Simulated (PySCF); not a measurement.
From one molecule to another.

First species: C₆H₈FN.
SMILES with atom numbers: `[N:1]#[C:2][C@@H:3]1[CH2:4][CH2:5][CH2:6][C@@H:7]1[F:8]` (hydrogens: H9 on C3; H10, H11 on C4; H12, H13 on C5; H14, H15 on C6; H16 on C7)

Second species: C6H8FN.
Structure used (GFN2-xTB), in Å, numbered top down from 1:
```
atom  x, y, z in Å
C1     2.8132   -1.1030   -0.4166
C2     1.9198   -0.4327    0.2322
C3     1.0287    0.2484    0.8996
C4    -0.3592    0.4107    0.4900
C5    -1.2195    1.1101    1.2272
F6    -0.8632    1.7051    2.3856
C7    -0.7752   -0.2489   -0.8084
N8    -2.1518   -0.1035   -1.2254
H9     3.4345   -0.6448   -1.1702
H10    2.9846   -2.1519   -0.2313
H11    1.3137    0.7357    1.8235
H12   -2.2613    1.2846    1.0038
H13   -0.1400    0.1467   -1.6084
H14   -0.5614   -1.3202   -0.7293
H15   -2.3901    0.8743   -1.3469
H16   -2.7803   -0.5017   -0.5368
```

Levels: wB97X-D/def2-SVPD for HOMO energy, LUMO energy, HOMO–LUMO gap and static isotropic polarisability; TDDFT wB97X-D/def2-SVPD for lowest singlet excitation; TDA wB97X-D/def2-SVPD for lowest triplet excitation (Tamm–Dancoff). Geometries: GFN2-xTB. Each species is one conformer at its optimised geometry, gas phase, non-relativistic unless stated; the electronic structure was computed with PySCF and density fitting.

The conformers computed, where there is a choice (atom-mapped SMILES and torsion angles):
- `[CH2:1]=[C:2]=[CH:3]/[C:4](=[CH:5]\[F:6])[CH2:7][NH2:8]`: C2–C3–C4–C5 179°, C3–C4–C7–N8 180°, H–N8–C7–C4 60°, H–N8–C7–C4 -61°

The conformers of `N#C[C@@H]1CCC[C@@H]1F` aren't listed.

**Question.** Which of the two has the higher T1 energy, and by how much?

**Answer.** The first: 6.56 eV against 3.49 eV, a difference of 3.07 eV.

**Question.** Which of the two has the higher HOMO energy, and by how much?

**Answer.** The second: -8.48 eV against -11.07 eV, a difference of 2.59 eV.

**Question.** Which has the higher static isotropic polarisability?

**Answer.** The second: 87.8 au against 70.6 au, a difference of 17.2 au.

**Question.** Which of the two has the higher LUMO energy, and by how much?

**Answer.** The first: 1.90 eV against 0.97 eV, a difference of 0.93 eV.

**Question.** Which has the higher HOMO–LUMO gap?

**Answer.** The first: 12.97 eV against 9.45 eV, a difference of 3.52 eV.

**Question.** Which of the two has the higher S1 energy, and by how much?

**Answer.** The first: 7.84 eV against 5.57 eV, a difference of 2.27 eV.

On the first: No computed singlet falls in the visible range (750 to 380 nm, 1.65 to 3.26 eV); S1 lies 4.58 eV above its blue end. The 8 singlets span 7.84 to 9.46 eV, and their oscillator strengths add up to 0.08.

On the second: The vertical singlet–triplet gap S1 − T1 is 2.08 eV (TDDFT singlet less Tamm–Dancoff triplet; S1: HOMO→LUMO+1, weight 0.61; T1: HOMO→LUMO, weight 0.93). The 8 singlets span 5.57 to 7.39 eV, and their oscillator strengths add up to 0.75.
